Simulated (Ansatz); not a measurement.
The cluster Cu₃O₂, relaxed as a doublet with UKS B3LYP-D4/def2-SVP in Ansatz, starting from the GFN2-xTB geometry. Force threshold 0.02 eV/Å.

Another isomer (doublet) lies 0.06 eV lower at PBE0-D4/def2-TZVP; other spin states weren't run for this one.

Start:

```
atom    x (Å)    y (Å)    z (Å)
 Cu1   0.6306   0.7420  -2.2300
 Cu2  -1.6736  -1.5081   1.9303
 Cu3   0.3020   0.2282   0.0330
  O4  -0.6444  -0.6144   1.0391
  O5   1.3853   1.1524  -0.7725
```

(1) Estimate the energy that the relaxation releases and the steps that it takes.

(2) Does the start keep its bonding and symmetry?

(3) Predict the relaxed structure.

## Answers

(1) 104.2 kJ/mol, in 12 steps; 20 s on 4 threads of AMD EPYC 9R45 on a shared host. No frequencies were taken in this run, so the end may be a saddle point.

(2) By distances, no bond broke or formed. The bond that changes most is Cu2–O4, from 1.63 to 1.77 Å (atoms count from 1). Point group Cs at the start, C2v at the end, both within 0.05 Å.

(3) 
Cartesian coordinates in Å:
```
Cu 0.376 0.583 -2.346
Cu -1.695 -1.410 1.060
Cu 0.402 0.252 0.392
O -0.360 -0.498 1.792
O 1.277 1.073 -0.897
```
Bond lengths (bridged metal pairs left out): 4 × Cu–O 1.76 to 1.77 Å.
